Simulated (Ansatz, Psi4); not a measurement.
Here is a job for Psi4.
```
memory 2 GB

molecule {
0 1
  Zr   -0.14735518   -0.16294999   -0.21094306
  O     1.44787434    0.60647650   -0.38052480
  O    -0.71109845    0.20827346    1.43524010
}

set basis def2-svp
set scf_type pk
set puream true
set d_convergence 1e-8
set dft_radial_points 99
set dft_spherical_points 590

energy('b3lyp')
print_variables()
```

Question: Give the equivalent Ansatz (a first-principles code) input.

Answer: One answer among several that fit: 
Ansatz 0.2 input:
```yaml
crystal:
  periodic: [false, false, false]
  atoms:
    - {symbol: Zr, position_ang: [-0.14735518, -0.16294999, -0.21094306]}
    - {symbol: O, position_ang: [1.44787434, 0.60647650, -0.38052480]}
    - {symbol: O, position_ang: [-0.71109845, 0.20827346, 1.43524010]}
basis:
  gaussian:
    orbitals: def2-SVP
hamiltonian:
  xc: b3lyp
accuracy: high
```

Both were run: Psi4 gave -197.431355 Eh and Ansatz -197.431356 Eh, 0.002 mEh apart.
